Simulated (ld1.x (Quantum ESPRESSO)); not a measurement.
W TM semilocal: all-electron and pseudo phase curves

- Element: W (Z = 74)
- Generator: ld1.x (Quantum ESPRESSO) 7.5
- Type: norm-conserving Troullier–Martins (semilocal form)
- Functional: LDA (PZ)
- Relativity: scalar-relativistic
- Frozen core: [Kr] 4d10 4f14
- Valence charge: 14
- Reference configuration: 5s2 5p6 5d4 6s1.75 6p0.25
- Partial waves: 5s (bound): rc 1.20 bohr; 5d (bound): rc 2.10 bohr; 5p (bound): rc 1.75 bohr
- Local potential: the p channel
- Core correction: none

Occupied shells without a wave of their own: 6p, 6s. They enter only through the test configuration that unscreens the potential.

The phase is arctan(r·u′/u) with u = r·R(r), unwrapped; energies in Ry, scanned from -8 to 5 Ry. A pole is an energy at which the radial function vanishes at the test radius. The pseudo phase is shifted by a multiple of π to meet the all-electron one at the reference energy, and phase errors are pseudo minus all-electron; the curves can meet again beyond the range given. Levels narrower than the energy grid can be missing from the lists of poles.

```tsv
channel	radius (bohr)	reference energy (Ry)	poles, all-electron	poles, pseudo	unbroken range about the reference energy with phases within 0.05 rad	phase error 1 Ry above the reference energy (rad)
s	2.29	-5.86	-5.77, 4.21	-5.77, 3.92	below -0.3	-0.000
p	2.29	-3.22	-2.94	-2.95	below 0.3	-0.002
d	2.29	-0.37	0.78	0.78	below 4.0	-0.001
```

Phases in the p channel:

| E (Ry) | all-electron | pseudo |
| --- | --- | --- |
| -8.00 | 1.399 | 1.399 |
| -7.52 | 1.392 | 1.392 |
| -7.04 | 1.384 | 1.383 |
| -6.56 | 1.373 | 1.373 |
| -6.08 | 1.361 | 1.361 |
| -5.60 | 1.345 | 1.345 |
| -5.12 | 1.323 | 1.322 |
| -4.64 | 1.289 | 1.288 |
| -4.16 | 1.219 | 1.218 |
| -3.68 | 0.943 | 0.940 |
| -3.20 | -1.330 | -1.330 |
| -2.72 | -1.651 | -1.652 |
| -2.24 | -1.734 | -1.736 |
| -1.76 | -1.786 | -1.789 |
| -1.28 | -1.832 | -1.838 |
| -0.80 | -1.883 | -1.894 |
| -0.32 | -1.950 | -1.970 |
| 0.16 | -2.046 | -2.086 |
| 0.64 | -2.206 | -2.296 |
| 1.12 | -2.510 | -2.736 |
| 1.60 | -3.097 | -3.493 |
| 2.08 | -3.774 | -4.060 |
| 2.56 | -4.164 | -4.329 |
| 3.04 | -4.361 | -4.469 |
| 3.52 | -4.473 | -4.553 |
| 4.00 | -4.545 | -4.610 |
| 4.48 | -4.595 | -4.653 |
| 4.96 | -4.633 | -4.688 |
